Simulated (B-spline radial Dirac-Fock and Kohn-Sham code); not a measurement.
# Auger parameter of molybdenum: the L3 level and its strongest L3-MM line

Model: Dirac-Fock energy differences between relaxed states, corrected for Breit and QED terms. Program: a radial finite-basis atomic code. The modified Auger parameter α′ is the binding energy plus the kinetic energy of the Auger electron; it does not depend on the energy zero. For free ions it tends to fall with charge, since less charge screens the final holes.

```tsv
species	configuration	binding 2p3/2 (eV)	Auger line	kinetic (eV)	α′ (eV)
Mo	[Kr] 4d5 5s1	2529.2	M3M3 J=2	1693.0	4222.2
Mo	[Kr] 4d6	2525.7	M3M3 J=2	1697.8	4223.5
Mo	[Kr] 4d4 5s1 5p1	2534.6	M3M3 J=2	1686.6	4221.2
Mo	[Kr] 4d4 5s2	2533.4	M3M3 J=2	1687.8	4221.2
Mo⁺	[Kr] 4d5	2536.9	M3M3 J=2	1683.8	4220.6
Mo⁺ (Watson 2.4 Å)	[Kr] 4d5	2530.9	M3M3 J=2	1689.8	4220.6
Mo²⁺	[Kr] 4d4	2550.5	M3M3 J=2	1668.0	4218.5
Mo²⁺ (Watson 2 Å)	[Kr] 4d4	2536.2	M3M3 J=2	1682.4	4218.6
Mo³⁺	[Kr] 4d3	2566.2	M3M3 J=2	1650.7	4216.9
Mo³⁺ (Watson 2 Å)	[Kr] 4d3	2544.6	M3M3 J=2	1672.3	4217.0
Mo⁴⁺	[Kr] 4d2	2583.7	M3M3 J=2	1632.2	4215.9
Mo⁴⁺	[Kr] 4d1 5s1	2590.3	M3M3 J=2	1625.5	4215.8
Mo⁴⁺	[Kr] 4d1 5p1	2591.3	M3M3 J=2	1624.5	4215.8
Mo⁴⁺ (Watson 2.4 Å)	[Kr] 4d2	2559.7	M3M3 J=2	1656.2	4215.9
Mo⁴⁺ (Watson 2.7 Å)	[Kr] 4d2	2562.4	M3M3 J=2	1653.5	4215.9
Mo⁵⁺	[Kr] 4d1	2602.8	M3M3 J=2	1612.5	4215.3
Mo⁶⁺	[Ar] 3d10 4s2 4p6	2623.4	M3M3 J=2	1591.7	4215.1
Mo⁶⁺ (Watson 3 Å)	[Ar] 3d10 4s2 4p6	2594.6	M3M3 J=2	1620.5	4215.1
```

Values without a named source are computed, but for edge energies of neutral atoms, which are taken from tables.
